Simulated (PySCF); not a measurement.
In(H)2(OAc) (C₂H₅InO₂), SMILES C(=O)(C)[O][InH2]. Atoms are numbered in the order given.

```xyz
10

In     0.0877    -0.2049     1.0018
H     -1.4170    -0.0555     1.8141
H      1.7088    -0.6040     1.4016
O      0.1199     1.2531    -0.7257
C     -0.1475     0.3201    -1.5444
C     -0.2462     0.6122    -3.0171
O     -0.3048    -0.8676    -1.1222
H     -0.9923    -0.0434    -3.4851
H      0.7305     0.3974    -3.4806
H     -0.4868     1.6693    -3.1855
```

The structure is a stationary point at B3LYP-D3(BJ)/def2-SVP. The def2 effective core potentials stand for the cores of In; spin–orbit coupling is left out.

Level of theory: r2SCAN/def2-TZVP in PySCF.

ESP charges are fitted to the potential on shells at 1.4 to 2.0 van der Waals radii. Atomic charges (e):

```tsv
atom	Mulliken	Löwdin	ESP fit
In1	0.65	0.38	…
H2	-0.09	-0.08	-0.19
H3	-0.09	-0.08	-0.19
O4	-0.47	0.08	…
C5	0.43	-0.56	0.76
C6	-0.34	-0.25	-0.76
O7	-0.48	0.08	…
H8	0.13	0.14	…
H9	0.13	0.15	…
H10	0.13	0.14	…
```

**Question.** Fill in the missing entries. (An estimate is asked for; the answer gives what the named calculation found.)

**Answer.** 
- In1, ESP fit: 0.74
- O4, ESP fit: -0.51
- O7, ESP fit: -0.51
- H8, ESP fit: 0.22
- H9, ESP fit: 0.22
- H10, ESP fit: 0.21
